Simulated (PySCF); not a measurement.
CH5GaO.
Z-matrix (Å and degrees, PBE0-D3(BJ)/def2-SVP geometry), rows numbered from 1:
```
C 
O   1  1.3942
Ga  2  1.7830  1  125.96
H   1  1.1083  2  113.59  3    -6.78
H   1  1.1048  2  110.22  3  -127.45
H   1  1.1055  2  110.75  3   114.15
H   3  1.5569  2  113.59  1  -179.71
H   3  1.5671  2  116.08  1     0.58
```

Computed with PBE0-D3(BJ)/def2-SVP geometry optimisation, gas phase (PySCF 2.14.0).

Masses are those of the commonest isotopes; rigid-rotor values at the optimised geometry. The values belong to one conformer with, in the numbering `[CH3:1][O:2][GaH2:3]`, C1–O2–Ga3–H 180° and 1°.

(1) Give the principal moments of inertia and the rotational constants in MHz.

(2) What kind of rotor is it?

(3) What does the inertial defect say?

(4) List the rotational levels J(Ka,Kc) to J = 2 (cm⁻¹).

(5) Which types of transition are allowed, and where do some lines up to J = 3 fall?

Answers

(1) Ia = 12.81, Ib = 127.97, Ic = 137.59 u·Å²; 505379 MHz·u·Å²/I gives A = 39455, B = 3949, C = 3673 MHz.

(2) A near-prolate asymmetric top: κ = (2 × 3949 − 39455 − 3673)/(39455 − 3673) = -0.98.

(3) Not planar: Δ = Ic − Ia − Ib = -3.19 u·Å². For a rigid frame Δ = −2 Σ m c², so Σ m c² = 1.59 u·Å² lies off the ab plane, practically all of it from hydrogen. The atom farthest from that plane is 0.94 Å away.

(4) Above 0(0,0):
J = 1: 1(0,1) 0.2542, 1(1,1) 1.4386, 1(1,0) 1.4478
J = 2: 2(0,2) 0.7627, 2(1,2) 1.9379, 2(1,1) 1.9655, 2(2,1) 5.5186, 2(2,0) 5.5187

(5) The dipole components are |μa| = 0.19 D, |μb| = 1.10 D, |μc| = 0.02 D. The squared components, which scale the intensities, stand as 0.03 : 1.00 : 0.00 (a : b : c). Some lines, for components of 0.1 D or more:

```csv
type,branch,"J(Ka,Kc)",MHz,lower level (cm⁻¹)
a,Q,"2(1,1) ← 2(1,2)",828,1.938
a,Q,"3(1,2) ← 3(1,3)",1657,2.687
a,R,"3(1,3) ← 2(1,2)",22451,1.938
a,R,"3(2,2) ← 2(2,1)",22867,5.519
a,R,"3(1,2) ← 2(1,1)",23280,1.966
b,Q,"2(1,1) ← 2(0,2)",36060,0.763
b,Q,"3(1,2) ← 3(0,3)",36480,1.525
b,R,"2(1,2) ← 1(0,1)",50474,0.254
b,R,"3(1,3) ← 2(0,2)",57683,0.763
b,Q,"3(2,1) ← 3(1,2)",106113,2.742
b,Q,"2(2,0) ← 2(1,1)",106520,1.966
b,Q,"2(2,1) ← 2(1,2)",107347,1.938
b,Q,"3(2,2) ← 3(1,3)",107762,2.687
b,R,"2(2,1) ← 1(1,0)",122039,1.448
b,R,"3(2,2) ← 2(1,1)",129385,1.966
b,Q,"3(3,1) ← 3(2,2)",178222,6.281
```

No PBE0-D3(BJ)/def2-SVP frequencies stand behind this structure, so it isn't proved a minimum. Constants of a rigid frame at the computed geometry: no zero-point averaging, no centrifugal distortion. A rigid rotor knows nothing of internal rotation, which can split or shift real lines. Quadrupole hyperfine structure (69Ga) is left out.

The run took 18 s of wall time on an Arm Neoverse V2 with one thread, shared host with 32 logical CPUs at a one-minute load of 14, and the process peaked at 0.36 GiB of memory. This is the geometry optimisation.
